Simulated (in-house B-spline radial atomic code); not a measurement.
Results of a calculation; reference values are marked as such.
**O ion on Sb atom: potential, deflection and energy transfer**

The pair potential comes from two frozen, spherical free-atom densities (PBE, B-spline radial code, scalar-relativistic past argon): electrostatics plus the change in Thomas-Fermi kinetic and Dirac exchange energy where they overlap, the recipe behind the universal ZBL potential, which averages such potentials (from solid-state densities) over many pairs. It is written V = (Z1 Z2 e²/r) φ(r/a), with e² = 14.3996 eV·Å and a = 0.46850 Å/(Z1^0.23 + Z2^0.23); ZBL's fit is φ = 0.18175 e^(−3.1998x) + 0.50986 e^(−0.94229x) + 0.28022 e^(−0.4029x) + 0.02817 e^(−0.20162x). Where φ falls below 4e-4 it is continued as an exponential.

Masses 16.0 and 121.76 u.

| x = r/a | φ, this pair | φ, ZBL |
| --- | --- | --- |
| 0.1 | 0.8843 | 0.8928 |
| 0.25 | 0.7603 | 0.7647 |
| 0.5 | 0.6098 | 0.6096 |
| 1 | 0.4204 | 0.4164 |
| 1.5 | 0.3046 | 0.2995 |
| 2 | 0.2288 | 0.2218 |
| 3 | 0.1379 | 0.1292 |
| 4 | 0.08737 | 0.08026 |
| 5 | 0.05651 | 0.05224 |
| 6.5 | 0.0315 | 0.02914 |
| 8 | 0.01868 | 0.01705 |
| 10 | 0.009529 | 0.008778 |
| 12 | 0.004972 | 0.00474 |
| 14.5 | 0.002345 | 0.002328 |
| 17 | 0.001169 | 0.001212 |
| 20 | 0.0005147 | 0.0005882 |

(1) At x = 6.5 the electrostatic, kinetic and exchange parts are -104.42, 397.97 and -45.35 eV. Find r, V and φ.

(2) The ion comes in at 0.5794 keV with impact parameter 0.0574 Å. The scattering integral gives a centre-of-mass angle of 164.9° and a closest approach of 5.216 a. What are the reduced energy, the energy passed on and the laboratory angles?

Results:

(1) a = 0.46850/(1.6133 + 2.4703) = 0.11473 Å, so r = 0.74574 Å. V = -104.42 + 397.97 + (-45.35) = 248.20 eV. The bare repulsion is 8 × 51 × 14.3996/0.74574 = 7878.1 eV, so φ = 0.0315, +8.1 % against ZBL's 0.0291. The kinetic (Pauli) term is 160 % of V here, as the other two terms together attract.

(2) ε = E a M2/(Z1 Z2 e² (M1 + M2)) = 579.4 × 1.7260e-05 = 0.01. The most that one collision can pass on is γE with γ = 4 M1 M2/(M1 + M2)² = 0.4106. Here T = γE sin²(θ/2) = 0.4106 × 579.4 × 0.9827 = 233.8 eV. The ion turns by arctan(sin θ/(cos θ + M1/M2)) = 162.6° (second quadrant: it bounces back), and the struck atom leaves at (180° − θ)/2 = 7.6°. The closest approach is 0.598 Å. With ZBL the angle would be 164.45° and T = 233.5 eV.
